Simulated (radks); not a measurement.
Numerical settings for the titanium ion Ti12+, [Ne]. All-electron calculation, scalar-relativistic Kohn-Sham, PBE, spin-polarised, spherical densities, finite nucleus; Fermi nuclear charge, rms radius 3.5921 fm. Program: a radial shooting solver on a logarithmic mesh with Libxc functionals. The defaults (mesh step 0.008 in ln r, mesh end at 40 bohr or more with all orbitals vanishing there, Anderson mixing 0.5 over 9 steps, residual threshold near 1e-9 with the energy settled to 1e-9 hartree or 1e-11 of itself, here a cap of 82 iterations) give E = -795.2532 hartree and 2p at -752.41 eV in 14 iterations. Run on one thread of a shared host, so times are rough (Arm Neoverse N1): 0.11 s of CPU time, 0.11 s wall, 14 iterations on 2189 mesh points. Changes against that run (0 stands for a change within the tolerance of the run):

| setting | iterations | converged | E (mhartree) | e(2p) (meV) | CPU (s) |
|---|---|---|---|---|---|
| mesh step in ln r 0.03 | 13 | yes | 0 | 0 | 0.04 |
| mesh step in ln r 0.2 | 82 | no | -2.12e+06 | - | 0.13 |
| mesh step in ln r 0.02 | 14 | yes | 0 | 0 | 0.05 |
| mesh end (bohr) 1 | 14 | yes | +168 | +1.97e+03 | 0.09 |
| mesh end (bohr) 12 | 14 | yes | 0 | 0 | 0.1 |
| residual threshold 1e-05 | 9 | yes | 0 | +0.172 | 0.08 |
| residual threshold 0.001 | 9 | yes | 0 | +0.172 | 0.08 |
| mixing 1 | 13 | yes | 0 | 0 | 0.1 |
| linear mixing, mixing 0.5 | 82 | no | +8.11 | -2.26e+04 | 0.42 |
| linear mixing, mixing 0.8 | 82 | no | -1.6e+05 | - | 0.46 |
| mixing history 2 | 29 | yes | 0 | 0 | 0.19 |
| iteration cap 2 | 2 | no | +2.41e+03 | -2.35e+05 | 0.02 |

Settings that end as converged yet miss the energy by more than 1 mhartree: mesh end (bohr) 1 (+0.168 hartree). A mesh that ends early acts as a hard wall.
